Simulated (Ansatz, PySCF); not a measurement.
Breaking a bond: SMILES [BeH2] (H₂Be). The Be1–H3 bond (Be1 also carries H; H3 carries nothing else) is varied alone, starting from the PBE0/def2-TZVP optimised geometry.

Computed with: UHF/cc-pVQZ (Ansatz, a quantum-chemistry and plane-wave program); RHF/cc-pVQZ (Ansatz); UKS-PBE = unrestricted PBE/cc-pVQZ in Ansatz; RKS-PBE = restricted PBE/cc-pVQZ (Ansatz); UKS-PBE0 = unrestricted PBE0/cc-pVQZ in Ansatz; RKS-PBE0 = restricted PBE0/cc-pVQZ run with Ansatz; UKS-B3LYP/6-31G* = unrestricted B3LYP/6-31G*, spherical d in PySCF 2.14.0; RKS-B3LYP/6-31G* = restricted B3LYP/6-31G*, spherical d in PySCF; UKS-B3LYP/LANL2DZ = unrestricted B3LYP/LANL2DZ (PySCF); RKS-B3LYP/LANL2DZ = PySCF with restricted B3LYP/LANL2DZ; UKS-B3LYP/3-21G = unrestricted B3LYP/3-21G (PySCF); RKS-B3LYP/3-21G = restricted B3LYP/3-21G (PySCF); UKS-LDA (SVWN5)/6-31G* = PySCF 2.14.0 with unrestricted LDA (SVWN5)/6-31G*, spherical d; RKS-LDA (SVWN5)/6-31G* = PySCF with restricted LDA (SVWN5)/6-31G*, spherical d.

Scanned distances (Å): 0.99, 1.06, 1.14, 1.20, 1.25, 1.30, 1.34, 1.38, 1.41, 1.47, 1.54, 1.66, 1.81, 2.01, 2.18, 2.38, 2.64, 2.97, 3.25, 3.65, 4.10, 4.68.

**Question.** Where does the unrestricted solution first break spin symmetry (<S²> of 0.01 or more)?

**Answer.** UHF: between 2.01 and 2.18 Å; UKS-PBE: between 2.38 and 2.64 Å; UKS-PBE0: between 2.38 and 2.64 Å; UKS-B3LYP/6-31G*: between 2.38 and 2.64 Å; UKS-B3LYP/LANL2DZ: between 2.38 and 2.64 Å; UKS-B3LYP/3-21G: between 2.38 and 2.64 Å; UKS-LDA (SVWN5)/6-31G*: between 2.64 and 2.97 Å.

| R / Å | <S²> UHF | E(RHF) − E(UHF) / eV | <S²> UKS-PBE | E(RKS-PBE) − E(UKS-PBE) / eV | <S²> UKS-PBE0 | E(RKS-PBE0) − E(UKS-PBE0) / eV | <S²> UKS-B3LYP/6-31G* | E(RKS-B3LYP/6-31G*) − E(UKS-B3LYP/6-31G*) / eV | <S²> UKS-B3LYP/LANL2DZ | E(RKS-B3LYP/LANL2DZ) − E(UKS-B3LYP/LANL2DZ) / eV | <S²> UKS-B3LYP/3-21G | E(RKS-B3LYP/3-21G) − E(UKS-B3LYP/3-21G) / eV | <S²> UKS-LDA (SVWN5)/6-31G* | E(RKS-LDA (SVWN5)/6-31G*) − E(UKS-LDA (SVWN5)/6-31G*) / eV |
|---|---|---|---|---|---|---|---|---|---|---|---|---|---|---|
| 0.99 | 0.00 | 0.000 | 0.00 | 0.000 | 0.00 | 0.000 | 0.00 | 0.000 | 0.00 | 0.000 | 0.00 | 0.000 | 0.00 | 0.000 |
| 1.06 | 0.00 | 0.000 | 0.00 | 0.000 | 0.00 | 0.000 | 0.00 | 0.000 | 0.00 | 0.000 | 0.00 | 0.000 | 0.00 | 0.000 |
| 1.14 | 0.00 | 0.000 | 0.00 | 0.000 | 0.00 | 0.000 | 0.00 | 0.000 | 0.00 | 0.000 | 0.00 | 0.000 | 0.00 | 0.000 |
| 1.20 | 0.00 | 0.000 | 0.00 | 0.000 | 0.00 | 0.000 | 0.00 | 0.000 | 0.00 | 0.000 | 0.00 | 0.000 | 0.00 | 0.000 |
| 1.25 | 0.00 | 0.000 | 0.00 | 0.000 | 0.00 | 0.000 | 0.00 | 0.000 | 0.00 | 0.000 | 0.00 | 0.000 | 0.00 | 0.000 |
| 1.30 | 0.00 | 0.000 | 0.00 | 0.000 | 0.00 | 0.000 | 0.00 | 0.000 | 0.00 | 0.000 | 0.00 | 0.000 | 0.00 | 0.000 |
| 1.34 | 0.00 | 0.000 | 0.00 | 0.000 | 0.00 | 0.000 | 0.00 | 0.000 | 0.00 | 0.000 | 0.00 | 0.000 | 0.00 | 0.000 |
| 1.38 | 0.00 | 0.000 | 0.00 | 0.000 | 0.00 | 0.000 | 0.00 | 0.000 | 0.00 | 0.000 | 0.00 | 0.000 | 0.00 | 0.000 |
| 1.41 | 0.00 | 0.000 | 0.00 | 0.000 | 0.00 | 0.000 | 0.00 | 0.000 | 0.00 | 0.000 | 0.00 | 0.000 | 0.00 | 0.000 |
| 1.47 | 0.00 | 0.000 | 0.00 | 0.000 | 0.00 | 0.000 | 0.00 | 0.000 | 0.00 | 0.000 | 0.00 | 0.000 | 0.00 | 0.000 |
| 1.54 | 0.00 | 0.000 | 0.00 | 0.000 | 0.00 | 0.000 | 0.00 | 0.000 | 0.00 | 0.000 | 0.00 | 0.000 | 0.00 | 0.000 |
| 1.66 | 0.00 | 0.000 | 0.00 | 0.000 | 0.00 | 0.000 | 0.00 | 0.000 | 0.00 | 0.000 | 0.00 | 0.000 | 0.00 | 0.000 |
| 1.81 | 0.00 | 0.000 | 0.00 | 0.000 | 0.00 | 0.000 | 0.00 | 0.000 | 0.00 | 0.000 | 0.00 | 0.000 | 0.00 | 0.000 |
| 2.01 | 0.00 | 0.000 | 0.00 | 0.000 | 0.00 | 0.000 | 0.00 | 0.000 | 0.00 | 0.000 | 0.00 | 0.000 | 0.00 | 0.000 |
| 2.18 | 0.18 | 0.025 | 0.00 | 0.000 | 0.00 | 0.000 | 0.00 | 0.000 | 0.00 | 0.000 | 0.00 | 0.000 | 0.00 | 0.000 |
| 2.38 | 0.49 | 0.235 | 0.00 | 0.000 | 0.00 | 0.000 | 0.00 | 0.000 | 0.00 | 0.000 | 0.00 | 0.000 | 0.00 | 0.000 |
| 2.64 | 0.72 | 0.678 | 0.01 | 0.000 | 0.31 | 0.052 | 0.26 | 0.042 | 0.23 | 0.034 | 0.25 | 0.038 | 0.00 | 0.000 |
| 2.97 | 0.88 | 1.317 | 0.52 | 0.130 | 0.67 | 0.326 | 0.62 | 0.286 | 0.60 | 0.268 | 0.62 | 0.286 | 0.37 | 0.057 |
| 3.25 | 0.94 | 1.840 | 0.75 | 0.329 | 0.84 | 0.623 | 0.79 | 0.556 | 0.78 | 0.537 | 0.80 | 0.567 | 0.63 | 0.218 |
| 3.65 | 0.98 | 2.498 | 0.92 | 0.630 | 0.95 | 1.038 | 0.92 | 0.933 | 0.92 | 0.919 | 0.92 | 0.961 | 0.83 | 0.487 |
| 4.10 | 0.99 | 3.099 | 0.98 | 0.914 | 0.99 | 1.419 | 0.98 | 1.288 | 0.97 | 1.280 | 0.98 | 1.330 | 0.94 | 0.756 |
| 4.68 | 1.00 | 3.685 | 1.00 | 1.157 | 1.00 | 1.759 | 1.00 | 1.610 | 0.00 | — | 1.00 | 1.664 | 0.99 | 1.002 |

A dash means that the run gave no value there, or that the column was ended at a point which the program doubted or which failed a test of continuity chosen for this set; such a test can also cut sound points.
